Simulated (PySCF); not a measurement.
## Frontier orbitals and the lowest excitations

Species: C₄H₉FO₂S.
SMILES with atom numbers: `[CH3:1][CH2:2][S:3](=[O:4])(=[O:5])[CH2:6][CH2:7][F:8]` (hydrogens: H9, H10, H11 on C1; H12, H13 on C2; H14, H15 on C6; H16, H17 on C7)

Structure used (GFN2-xTB), in Å, numbered top down from 1:
```xyz
17
C4H9FO2S angstrom
C      2.6664    0.5295    0.0626
C      1.5150   -0.4026   -0.2473
S     -0.0235    0.4488    0.2403
O     -0.1994    1.6090   -0.5871
O     -0.0218    0.6416    1.6632
C     -1.3647   -0.7298   -0.1603
C     -2.6582   -0.0505    0.2353
F     -3.7340   -0.8639   -0.0287
H      3.6201    0.0801   -0.2058
H      2.6677    0.7623    1.1246
H      2.5403    1.4566   -0.4913
H      1.5586   -1.3206    0.3312
H      1.4284   -0.6152   -1.3087
H     -1.3316   -0.9323   -1.2271
H     -1.2024   -1.6373    0.4145
H     -2.6683    0.1641    1.3076
H     -2.7997    0.8721   -0.3346
```

Method used: TDDFT PBE0/def2-SVPD, vertical, gas phase, core orbitals frozen in the response (PySCF).

Frontier orbitals with the atoms that hold most of them (Löwdin shares over 4%, at most four atoms; ? is withheld):

```
orbital  ε (eV)                           atoms
 LUMO+2    0.81   S3 30%, C1 13%, H9 8%, H10 6%
 LUMO+1    0.65  C7 19%, S3 16%, F8 13%, C6 12%
   LUMO    0.08  S3 27%, C2 10%, H13 9%, H12 9%
   HOMO       ?                               ?
 HOMO-1   -8.92                               ?
 HOMO-2   -9.50    O4 37%, O5 37%, S3 9%, F8 6%
 HOMO-3   -9.73   O4 33%, O5 33%, S3 15%, C6 5%
```

Q: Which atoms hold the HOMO, and with what shares?

A: O5 (bonded to S) 24%; O4 (bonded to S) 24%; C2 (bonded to C, S and 2 H) 14%; C6 (bonded to C, S and 2 H) 14%. By element: oxygen 47%, carbon 28% or more.

Q: Give the leading atoms of the HOMO-1.

A: O5 (bonded to S) 43%; O4 (bonded to S) 43%; S3 (bonded to 2 C and 2 O) 6%. By element: oxygen 86%, sulfur 6%.

Q: What is the HOMO energy, and the HOMO–LUMO gap?

A: ε(HOMO) = -8.56 eV; the gap is 8.64 eV (0.3174 hartree).

Q: The HOMO–LUMO gap is 8.64 eV. Where does the response calculation put the lowest singlet, and from which orbitals?

A: S1 is at 7.46 eV (f = 0.0012), 1.17 eV below the gap, made of HOMO→LUMO (93%). Without the coupling terms of the response equations the lowest excitation would equal the gap.

Q: Give energy, strength and leading configuration of S1, S2 and S5, and follow the Löwdin shares of the leading atoms from the occupied to the empty orbital.

A: 
- S1 (7.46 eV, f 0.0012), HOMO→LUMO (93%): O5 24% → at most 9%, O4 24% → at most 9%, S3 at most 14% → 27%, C2 14% → 10%
- S2 (7.87 eV, f 0.010), HOMO-1→LUMO (94%): O5 43% → at most 9%, O4 43% → at most 9%, S3 6% → 27%, C2 at most 4% → 10%
- S5 (8.32 eV, f 0.0001), HOMO-1→LUMO+1 (90%): O5 43% → at most 13%, O4 43% → at most 13%, C7 at most 4% → 19%, S3 6% → 16%

Löwdin shares depend on the basis, the more so with diffuse functions.

One conformer stands for the species.
